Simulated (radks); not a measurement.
Q: Successive ionisation energies (eV) of one element, from differences of total energies of ions in their ground configurations, starting at charge 44: 2345.6, 2406.4, 2566.9, 2626.8, 4374.7, 4508.0, 4642.7, 4778.8, 4916.4, 5055.3, 5283.9, 5428.8, 5575.1, 5722.7, 6126.3, 6254.1, 6382.3, 6510.8, 7063.3, 7201.4, 7497.3, 7621.6. All-electron calculation, Dirac Kohn-Sham, BLYP, spin-unpolarised, spherical densities, finite nucleus; open shells fill j = l - 1/2 first; Fermi nuclear charge, rms radius 5.4126 fm. Program: a radial shooting solver on a logarithmic mesh with Libxc functionals. Which element is it?

A: Osmium (Z = 76). The first species listed is Os44+ in [Ar] 3d10 4s2 4p2, the last Os65+ in [Ne] 3s1.
